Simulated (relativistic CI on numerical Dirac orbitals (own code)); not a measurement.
**What each ingredient does to the levels of In³¹⁺**

Base calculation: Dirac-Coulomb-Breit CI, orbitals from a KLI potential per configuration, a model potential for QED, unscaled Slater integrals.

Configuration list (outside the closed core [Ne]): 3s²3p⁶, 3s²3p⁵3d, 3s3p⁶3d, 3s²3p⁵4s, 3s²3p⁵4p, 3s²3p⁵4d, 3s3p⁶4s, 3p⁶3d4p, 3p⁶3d², 3p⁵3d³, 3p⁵3d²4s, 3p⁵3d²4p, 3p⁵3d²4d, 3p⁶3d4s, 3p⁵3d4s², 3p⁵3d4s4p, 3p⁵3d4s4d. Double excitations out of closed p, d and f shells are left out; levels of such configurations are missing from the list, as are those of other unlisted configurations, and high levels can miss mixing partners.

Variants: (1) Breit term removed. Shifts of the energy above 3s²3p⁶ ¹S0, in eV, for the lowest level and the first level of each name with at least 55 % of one term (blank where a level changes its place among those of its configuration and J or its character, or is not in the variant):

```csv
Level,Base,Δ(1)
3s²3p⁶ ¹S0,0.000,0.000
3s²3p⁵3d ³P°0,137.195,+0.371
3s²3p⁵3d ³P°1,141.489,+0.554
3s²3p⁵3d ³F°3,146.873,+0.622
3s²3p⁵3d ³F°4,153.144,+1.059
3s²3p⁵3d ³D°3,163.355,+0.926
3s²3p⁵3d ³D°1,175.930,+0.872
3s²3p⁵3d ³F°2,193.405,+1.288
3s²3p⁵3d ¹P°1,225.007,+1.129
3s3p⁶3d ³D1,311.955,+0.392
3s3p⁶3d ³D2,314.444,+0.513
3s3p⁶3d ³D3,322.430,+0.888
3s3p⁶3d ¹D2,332.311,+0.782
3p⁶3d² ³F2,633.122,+0.873
3p⁶3d² ³F3,641.859,+1.290
3p⁶3d² ³P0,645.344,+0.764
3p⁶3d² ³F4,647.877,+1.586
3p⁶3d² ³P1,651.110,+1.062
3p⁶3d² ¹G4,658.038,+1.649
3p⁶3d² ¹S0,677.892,+1.224
3p⁵3d³ ⁵D°0,769.528,+1.308
3p⁵3d³ ⁵S°2,775.043,+1.711
```

At this charge energies of transitions that change n are usually good to better than 1 %, and those within a shell (Δn = 0) to a few per cent.

Ionisation energy from the two ground configurations alone: base 1962.4 eV; Breit term removed 1963.74 eV. The NIST ASD value (semi-empirical) is 1961 eV.

LS names give the leading component of a level, which can be under half, so a name can repeat, a term be missing and a line seem to break the LS rules.
